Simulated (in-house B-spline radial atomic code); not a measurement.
Binding energies in Ga III (Ga2+)

NIST's tabulated ground configuration is [Ar] 3d10 4s1; each binding energy is the energy of the ion with one electron taken from that subshell, relaxed, less that of the parent. Method: Dirac-Kohn-Sham PBE0, spherical fractional occupations, Fermi nucleus of rms radius 3.9973 fm. Calculated with a radial B-spline atomic code at the basis-set limit. Energies include first-order Breit, QED and recoil terms.

Caution: exact exchange at fractional occupations of open shells leaves self-interaction of up to several eV.

```
subshell  X-ray name  binding energy (eV)  -ε (eV)  relaxation (eV)
      1s           K              10448.6  10302.5           -163.8
      2s          L1                 1324   1302.2            -23.4
   2p1/2          L2               1181.4   1153.8            -29.2
   2p3/2          L3               1157.2   1126.0            -32.2
      3s          M1                  186    176.4             -9.8
   3p1/2          M2                137.5    128.0             -9.6
   3p3/2          M3                134.9    124.3            -10.6
   3d3/2          M4                52.97    43.07            -9.90
   3d5/2          M5                52.84    42.59           -10.23
      4s          N1                30.21    25.73            -4.50
```

Relaxation = -ε minus the binding energy without Breit, QED and recoil terms. With a density functional, K lines can miss by some tenths of a per cent, more in light atoms. For a density functional the relaxation so defined is negative, because -ε of a Kohn-Sham level is smaller than the binding energy.

Emission lines follow as differences of binding energies, with λ = 12398.42 eV·Å / E:

| line | holes | energy (eV) | wavelength (Å) |
| --- | --- | --- | --- |
| K-L3 | 1s → 2p3/2 | 9291.4 | 1.3344 |
| K-L2 | 1s → 2p1/2 | 9267.2 | 1.3379 |
| K-M3 | 1s → 3p3/2 | 10313.7 | 1.2021 |
| L3-M5 | 2p3/2 → 3d5/2 | 1104.4 | 11.227 |
| L2-M4 | 2p1/2 → 3d3/2 | 1128.4 | 10.987 |
| L1-M3 | 2s → 3p3/2 | 1189.1 | 10.427 |
| L3-M1 | 2p3/2 → 3s | 971.2 | 12.766 |

Question: What screening constant σ does Moseley's law, E = (3/4)·13.6057 eV·(Z - σ)², need for K-L3?

Answer: σ = 0.82.

Question: What does it cost to remove both a 1s and a 2s electron?

Answer: 11869 eV, which is 96.65 eV more than the two single binding energies together.

Question: What does it cost to remove both a 1s and a 2p1/2 electron?

Answer: 11746 eV, which is 116.2 eV more than the two single binding energies together.

Question: What does it cost to remove two 1s electrons?

Answer: 21220 eV, which is 323.1 eV more than the two single binding energies together.
